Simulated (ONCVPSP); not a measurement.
## zinc: one change to an ONCV potential, before and after

- Element: zinc
- Generator: ONCVPSP 4.0.1
- Type: optimised norm-conserving Vanderbilt (ONCV)
- Functional: PBE
- Relativity: scalar-relativistic
- Frozen core: [Ne]
- Valence charge: 20
- Reference configuration: 3s2 3p6 3d10 (charge +2)
- Partial waves: 3s: rc 0.95 bohr, ncon 4, nbas 7, qcut 12.8 1/bohr, 2 projectors, debl 1 Ha; 3p: rc 1.00 bohr, ncon 4, nbas 7, qcut 14.2 1/bohr, 1 projector; 3d: rc 0.95 bohr, ncon 4, nbas 9, qcut 19.1 1/bohr, local
- Local potential: the d channel
- Core correction: Teter function fitted to the true core (icmod 2), fcfact 0.6

In the s channel the program set the typed energies aside and used -5.517, 0.250 Ha.

All-electron outer shells of the reference configuration (PBE, scalar-relativistic, ld1.x):

```
shell  level (eV)  outermost node (bohr)  outermost maximum (bohr)
   3s     -150.11                   0.28                      0.59
   3p     -104.31                   0.25                      0.59
   3d      -30.86                      –                      0.57
```

Change: s: qcut 13.8; p: qcut 15.3; d: qcut 20.6.

Cutoffs: the cutoffs (Ha) at which the residual kinetic energy of the hardest occupied pseudo-wave falls to 1 and 0.1 mHa per electron; they do not see the model core or the augmentation charge, which bear on the density cutoff. Errors are all-electron minus pseudo energies relative to the spin-unpolarised reference configuration.

Problem. What does the change do?

Solution. The potential gets harder (125 Ha and 142 Ha → 134 Ha and 154 Ha); both files keep a bound ghost (s); of the 3 tests that both files solve, the error grows in 0 and shrinks in 1 by more than 15 % and 0.3 meV (median size 2.9 → 3.2 meV).

| quantity | base | changed |
| --- | --- | --- |
| cutoff, loose | 125 Ha | 134 Ha |
| cutoff, tight | 142 Ha | 154 Ha |
| loose cutoff by channel | s 62 Ha, p 52 Ha, d 125 Ha | s 68 Ha, p 52 Ha, d 134 Ha |
| bound ghosts | s | s |
| GHOST(+) flags under 300 eV | none | none |
| tests with a reliable result | 3 of 4 | 3 of 4 |
| error for 3s2 3p6 3d10 4s2, meV [ΔE -28.33 eV] | +2.9 | +3.2 |
| error for 3s2 3p6 3d10 4s1, meV [ΔE -18.44 eV] | +1.4 | +1.6 |
| error for 3s2 3p6 3d9, meV [ΔE 40.53 eV] | -13 | -11 |
| s: phases at 0.96 bohr within 0.05 rad from the reference energy up to (Ha; the scan ends near 5) | to the end of the scan | to the end of the scan |
| p: phases at 1.02 bohr within 0.05 rad from the reference energy up to (Ha; the scan ends near 5) | to the end of the scan | 4.7 |
| d: phases at 0.96 bohr within 0.05 rad from the reference energy up to (Ha; the scan ends near 5) | 3.6 | 3.9 |
| rms error of d²Exc/dni dnj with the model core, mHa | 1.93 | 1.83 |

 A true bound ghost makes a file unfit for plane-wave use even where its test errors are small: the radial tests pick states by their node count and pass the ghost by.
